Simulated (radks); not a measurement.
Results of a calculation; reference values are marked as such.
Spherical quantum dot in the effective-mass picture: electrons in a well V = -V0 / (1 + exp((r - R)/a)) with V0 = 59.8, R = 1.3, a = 0.15, with a point charge +1 (a donor) at the centre, all in effective atomic units (hartree* = m*/eps^2 hartree, bohr* = eps/m* bohr), one dielectric constant everywhere. Level of theory: non-relativistic Kohn-Sham, exchange-only LDA, spin-polarised, spherical densities (a radial shooting solver with Libxc functionals). Levels are named by radial order and angular momentum (1s, 1p, 1d, 2s, ...), and open shells are averaged over m.

N = 20, configuration 1s2 1p6 1d10 2s2. This is the lowest configuration that the search found. Occupied and some empty levels:

level  occupation  eigenvalue (hartree*)  <r> (bohr*)
1s              2                -33.971       0.6490
1p              6                -30.907       0.7725
1d             10                -27.076       0.8494
2s              2                -25.332       0.6610
1f              0                -22.524       0.9099
2p              0                -19.505       0.7665
1g              0                -17.350       0.9619

Energy (hartree*): total -794.925, kinetic 140.07, external -1140.5, Hartree 227.40, exchange-correlation -21.858. Static polarisability (adiabatic kernel): 0.4770 bohr*^3.
